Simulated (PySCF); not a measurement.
# What builds the third ionisation energy along the third row

Calculated with PySCF 2.14 from differences of total energies of unrestricted determinants, without spin-orbit coupling. Each column adds one step, in eV (sums use unrounded values): valence MP2, valence CCSD, valence triples, then the next inner shell at CCSD(T) (P 2s 2p, S 2s 2p, Cl 2s 2p, Ar 2s 2p). References (NIST) marked * lie between the lowest fine-structure levels; the others compare directly ((s) semi-empirical, (t) theoretical).

```tsv
element	UHF	+ MP2	+ CCSD	+ (T)	+ inner shell	sum	reference
P [Ne] 3s2 3p1 → [Ne] 3s2 (ANO-RCC-VTZP, spin-free X2C)	29.583	0.284	0.130	0.027	-0.011	30.013	30.203 *
S [Ne] 3s2 3p2 → [Ne] 3s2 3p1 (ANO-RCC-VTZP, spin-free X2C)	34.155	0.469	0.047	0.031	-0.010	34.692	34.86 ± 0.04 (s) *
Cl [Ne] 3s2 3p3 → [Ne] 3s2 3p2 (ANO-RCC-VTZP, spin-free X2C)	38.969	0.644	-0.065	0.034	-0.011	39.571	39.8 ± 0.11 (s) *
Ar [Ne] 3s2 3p4 → [Ne] 3s2 3p3 (ANO-RCC-VTZP, spin-free X2C)	39.387	0.803	0.123	0.026	0.000	40.340	40.735 ± 0.012 (s) *
```

What remains against the references is mostly basis incompleteness and, for starred values, spin-orbit coupling.

These are valence bases, so the inner-shell step is incomplete.
